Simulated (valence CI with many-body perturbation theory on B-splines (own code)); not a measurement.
Results of a calculation; reference values are marked as such.
Ga¹⁷⁺: what the settings do

Level of theory: relativistic CI+MBPT: four valence electrons over a frozen Dirac-Fock core [Ne], radial functions for each j: 6 s, 6 p, 5 d, 3 f, 1 g, with the one-electron correlation potential Σ1 (screened to all orders), the two-electron term Σ2, the three-electron term Σ3, Breit, model QED; selected single and double excitations, second order for the rest (own B-spline code, finite nucleus).

No measured levels were compared; by estimate levels of excited configurations hold to 0.05 to 0.15 % of their energy, terms of the ground configuration to about 0.5 %.

The reference run has the lowest level 3s2 3p2 3P_0 and an ionisation energy of 639.183 eV. Its largest variational space holds 10000 state functions.

Names give the largest LS component (configuration and term), which can be under half, so a name can repeat, a term be missing and a line seem to break the LS rules; names also repeat where a configuration has a term twice.

Changed runs:
A. size limit of the variational space 10000 → 3000; second order for the rest on → off
B. logarithmic knot step 0.27 → 0.2; selection threshold (hartree) 2e-08 → 2e-07
C. scale of Σ1 1 → 0; selection threshold (hartree) 2e-08 → 1e-05
D. size limit of the variational space 10000 → 100; second order for the rest on → off (bad on purpose)

Excitation energies of the reference run in cm⁻¹, and shifts in cm⁻¹:

| Level | Reference | A | B | C | D |
| --- | --- | --- | --- | --- | --- |
| 3s2 3p2 3P_1 | 28055 | +59 | +0.4 | -131 | +1851 |
| 3s2 3p2 3P_2 | 45758 | +139 | +0.4 | -169 | +3228 |
| 3s2 3p2 1D_2 | 94974 | +117 | +0.3 | -289 | +2779 |
| 3s2 3p2 1S_0 | 152034 | +1.0 | +0.2 | -295 | +1026 |
| 3s 3p3 5S°_2 | 323302 | +257 | -1.3 | +763 | +1125 |
| 3s 3p3 3D°_1 | 415335 | +222 | -1.1 | +735 | +2489 |
| 3s 3p3 3D°_2 | 416549 | +399 | -1.3 | +712 | +3005 |
| 3s 3p3 3D°_3 | 427208 | +324 | -1.1 | +657 | +2771 |
| 3s 3p3 3P°_0 | 477599 | -1.0 | -1.1 | +644 | +745 |
| 3s 3p3 3P°_1 | 480820 | +243 | -1.2 | +622 | +4133 |
| 3s 3p3 3P°_2 | 482589 | +443 | -1.2 | +617 | +4172 |
| 3s 3p3 1D°_2 | 525692 | +546 | -1.3 | +569 | +3823 |
| Ionisation energy (eV) | 639.183 | -0.00051 | 0 | -0.744 | +0.052 |
